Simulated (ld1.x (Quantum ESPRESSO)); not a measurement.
Values are calculated unless marked as measured or tabulated.
Potentials for S (Z = 16) compared

Generated with ld1.x 7.5 (TM, RRKJ, ultrasoft, PAW), atompaw 4.2 or ONCVPSP 4.0.1. The cutoff is in Ry: for ld1.x and atompaw files where the sum of valence levels is converged to 10 mRy in a Bessel basis, for ONCV files where the hardest occupied wave has 1 mHa per electron of residual kinetic energy. The error is the largest all-electron minus pseudo excitation energy over each file’s own four to seven test configurations (ionisations up to +4, promotions, holes and added fractions of an electron), all of which were solved. The labels leave out finer settings (local radius, basis sizes, second energies), which also bear on the numbers. Spin-polarised tests are not counted. The rows are a selection from randomly drawn settings: files with unsolved tests, undetermined cutoffs or missed reference levels are left out.

| potential | cutoff (Ry) | largest error (meV) | bound ghosts |
| --- | --- | --- | --- |
| ultrasoft, Wu–Cohen, non-relativistic, rc 0.75/0.95/0.95 (spd), local smoothed, core correction yes, reference 2s2 2p6 3s1.75 3p4.25 | 160 | -303 | none |
| ultrasoft, LDA (PZ), scalar-relativistic, rc 1.65/1.75/1.30 (spd), local smoothed, core correction no, reference 3s2 3p2 | 18 | +28 | none |
| TM, PBEsol, scalar-relativistic, rc 1.00/1.30/1.05 (spd), local p, core correction no, reference 3s2 3p4 | 90 | +121 | none |
| RRKJ, PBEsol, scalar-relativistic, rc 1.30/1.45/1.15 (spd), local p, core correction yes, reference 3s2 3p4 | 30 | +66 | none |
| TM, PBE, scalar-relativistic, rc 1.20/1.45/1.35 (spd), local d, core correction yes, reference 3s2 3p3.75 | 45 | +376 | none |
| TM, BLYP, scalar-relativistic, rc 1.02/1.42/1.28 (spd), local s, core correction yes, reference 3s1.75 3p4.25 | 80 | +333 | none |
| TM, PBE, scalar-relativistic, rc 1.30/1.20/1.10 (spd), local s, core correction yes, reference 3s1.75 3p4.25 | 70 | +21 | none |

**Question.** Fill in the row for S: TM, LDA (PZ), non-relativistic, rc 1.50/1.70/1.80 (spd), local p, core correction yes, reference 3s2 3p3.

**Answer.** cutoff 40 Ry, largest error +163 meV, bound ghosts: none.

**Question.** Fill in the row for S: ultrasoft, LDA (PZ), scalar-relativistic, rc 0.75/0.85/0.75 (spd), local smoothed, core correction no, reference 2s2 2p6 3s1 3p5.

**Answer.** cutoff 260 Ry, largest error +445 meV, bound ghosts: none.
